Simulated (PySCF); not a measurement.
Species: C₃H₅FSe.
Numbering: `[F:1][CH:2]1[CH2:3][Se:4][CH2:5]1` (hydrogens: H6 on C2; H7, H8 on C3; H9, H10 on C5)

Level of theory: PySCF 2.14.0, PBE0-D3(BJ)/def2-SVP geometry optimisation, gas phase.

Problem. What internal coordinates does the optimisation give?

Solution. 
| bond | length (Å) | order |
| --- | --- | --- |
| F1–C2 | 1.369 | single |
| C2–C3, C2–C5 | 1.522 | single |
| C3–Se4, Se4–C5 | 1.976 | single |
| C2–H6 | 1.103 | single |
| C3–H7, C5–H10 | 1.097 | single |
| C3–H8, C5–H9 | 1.100 | single |

Bonds in one row agree within 0.01 Å and their mean is given. Orders are formal, as drawn. A selection of angles:
| angle | degrees |
| --- | --- |
| F1–C2–C3 | 114.4 |
| F1–C2–H6 | 108.4 |
| C3–C2–C5 | 99.5 |
| C3–C2–H6 | 109.9 |
| C2–C3–Se4 | 89.4 |
| C2–C3–H7 | 117.4 |
| C2–C3–H8 | 111.5 |
| Se4–C3–H7 | 116.3 |
| Se4–C3–H8 | 109.9 |
| H7–C3–H8 | 110.7 |
| C3–Se4–C5 | 72.0 |

Torsions: F1–C2–C3–Se4 -149° (anticlinal); C2–C3–Se4–C5 21° (synperiplanar); C3–Se4–C5–C2 -21° (synperiplanar); F1–C2–C5–Se4 149° (anticlinal).

The 4-membered ring C2–C3–Se4–C5 has internal angles of 72.0° to 99.5° (sum 350°, against 360° for a flat polygon); it is puckered, 0.17 Å rms from its mean plane, widest ring torsion 26°. Se4 (selenium bonded to 2 C) is bent (angle 72.0°).

Point group: Cs (tolerance 0.08 Å). PBE0-D3(BJ)/def2-SVP frequencies: not computed here. One conformer, not necessarily the lowest.
